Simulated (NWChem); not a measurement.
System: CH6GaNO; SMILES [OH][Ga]([CH3])[NH2]

Input file for NWChem:

```
start job
memory heap 200 mb stack 900 mb global 1100 mb
geometry units angstroms noautoz
  Ga    -0.028671     0.016145    -0.024064
  C      0.259278    -1.919718     0.019481
  H     -0.172296    -2.394506    -0.874996
  H     -0.223036    -2.366259     0.902245
  H      1.332274    -2.157926     0.052929
  O     -1.647752     0.789594     0.007177
  H     -2.386575     0.176593     0.049564
  N      1.273645     1.266103    -0.103052
  H      1.075329     2.258435    -0.124366
  H      2.265763     1.073837    -0.128071
end
basis spherical
  * library 6-31g*
end
dft
  xc b3lyp
  grid xcoarse
  iterations 150
  mulliken
end
task dft gradient
```

Excerpt of the output:

```
             Northwest Computational Chemistry Package (NWChem) 7.3.0
             --------------------------------------------------------

 C1  symmetry detected

                             Geometry "geometry" -> ""
                             -------------------------

 Output coordinates in angstroms (scale by  1.889725989 to convert to a.u.)

  No.       Tag          Charge          X              Y              Z
 ---- ---------------- ---------- -------------- -------------- --------------
    1 Ga                  31.0000     0.00100588     0.00310366     0.00045925
    2 C                    6.0000     0.14016950    -1.94958916    -0.00028968
    3 H                    1.0000    -0.29436201    -2.36731198    -0.92140796
    4 H                    1.0000    -0.40520511    -2.38003879     0.85327789
    5 H                    1.0000     1.19026378    -2.26990294     0.06202660
    6 O                    8.0000    -1.55510901     0.89704342    -0.00043388
    7 H                    1.0000    -2.33916439     0.34145118     0.00042616
    8 N                    7.0000     1.39600287     1.15142561    -0.00061835
    9 H                    1.0000     1.27409585     2.15623650    -0.00090667
   10 H                    1.0000     2.37102453     0.88456085     0.00188479

 Effective nuclear repulsion energy (a.u.)     285.7143978070

                                 NWChem DFT Module
                                 -----------------

 Summary of "ao basis" -> "ao basis" (spherical)
 ------------------------------------------------------------------------------
       Tag                 Description            Shells   Functions and Types
 ---------------- ------------------------------  ------  ---------------------
 Ga                          6-31g*                 12       32   5s4p3d
 C                           6-31g*                  6       14   3s2p1d
 H                           6-31g*                  2        2   2s
 O                           6-31g*                  6       14   3s2p1d
 N                           6-31g*                  6       14   3s2p1d

            General Information
            -------------------
          SCF calculation type: DFT
          Wavefunction type:  closed shell.
          No. of atoms     :    10
          No. of electrons :    58
           Alpha electrons :    29
            Beta electrons :    29
          Charge           :     0
          Spin multiplicity:     1
          Use of symmetry is: off; symmetry adaption is: off
          Maximum number of iterations: 150
          AO basis - number of functions:    86
                     number of shells:    42
          Convergence on energy requested:  1.00D-06
          Convergence on density requested:  1.00D-05
          Convergence on gradient requested:  5.00D-04

              XC Information
              --------------
                         B3LYP Method XC Potential
                     Hartree-Fock (Exact) Exchange  0.200
                        Slater Exchange Functional  0.800 local
                    Becke 1988 Exchange Functional  0.720 non-local
              Lee-Yang-Parr Correlation Functional  0.810
                  VWN I RPA Correlation Functional  0.190 local

             Grid Information
             ----------------
          Grid used for XC integration:  xcoarse
          Radial quadrature: Mura-Knowles
          Angular quadrature: Lebedev.
          Tag              B.-S. Rad. Rad. Pts. Rad. Cut. Ang. Pts.
          ---              ---------- --------- --------- ---------
          Ga                  1.30       75           7.0       194
          C                   0.70       21          10.0       194
          H                   0.35       21          11.0       194
          O                   0.60       21          10.0       194
          N                   0.65       21          10.0       194
          Grid pruning is: on
          Number of quadrature shells:   264
          Spatial weights used:  Erf1

      Superposition of Atomic Density Guess
      -------------------------------------

 Sum of atomic energies:       -2092.64313817

      Non-variational initial energy
      ------------------------------

 Total energy =   -2094.131864
 1-e energy   =   -3482.753590
 2-e energy   =    1102.907328
 HOMO         =      -0.346231
 LUMO         =      -0.008725

     ---------------------------------------------
      Total Density - Mulliken Population Analysis
     ---------------------------------------------

[...]

                         DFT ENERGY GRADIENTS

    atom               coordinates                        gradient
                 x          y          z           x          y          z
   1 Ga      0.001901   0.005865   0.000868    0.004912   0.004727  -0.000049
   2 C       0.264882  -3.684189  -0.000547   -0.000462   0.012072   0.000119
   3 H      -0.556264  -4.473571  -1.741209   -0.001835  -0.001834  -0.003392
   4 H      -0.765727  -4.497621   1.612461   -0.002254  -0.001967   0.003134
   5 H       2.249272  -4.289495   0.117213    0.003894  -0.001525   0.000184
   6 O      -2.938730   1.695166  -0.000820   -0.002906  -0.011221   0.000038
   7 H      -4.420380   0.645249   0.000805    0.006975   0.007069  -0.000040
   8 N       2.638063   2.175879  -0.001169   -0.008481  -0.007867   0.000001
   9 H       2.407692   4.074696  -0.001713    0.000844  -0.000822   0.000010
  10 H       4.480587   1.671578   0.003562   -0.000688   0.001368  -0.000005
```

Level: B3LYP/6-31G* (spherical d). Geometry: optimised at PBE0/def2-SVP.
